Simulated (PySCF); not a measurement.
Start geometry of `[O]=[Os](=[O])(=[O])=[O]` from GFN2-xTB (Å):
```
atom  x, y, z in Å
Os1    0.0611   -0.0767    0.0124
O2    -0.0068   -0.0310    1.6127
O3     1.4624    0.0031   -0.5753
O4    -0.6706    1.3326   -0.5313
O5    -0.7713   -1.3386   -0.5807
```

Problem. What comes out of this run: PySCF 2.14.0, PBE0-D3(BJ)/def2-SVP geometry optimisation, gas phase, def2 core potentials past Kr?

Solution. 
```
atom  x, y, z in Å
Os1    0.015   -0.022   -0.012
O2     0.026   -0.046    1.680
O3     1.606   -0.039   -0.587
O4    -0.764    1.381   -0.552
O5    -0.808   -1.384   -0.591
```

The energy falls by 1.875 eV over 5 energy and gradient evaluations, the largest force component goes from 0.3055 to 1.9e-04 Eh/bohr, and the atoms move by 0.099 Å rms after alignment. The bond that changes most is Os1–O3 (ends: osmium bonded to 4 O; oxygen bonded to Os), which lengthens by 0.171 Å. Bonds longer at the end by more than 0.005 Å: 4 of 4; shorter: 0. Among the angles that change most is O3–Os1–O4, from 103.4° to 109.4°. The orientation of the end geometry is arbitrary; only internal coordinates are fixed.

The run used 88 basis functions and 45 SCF cycles in all.

No frequency check.
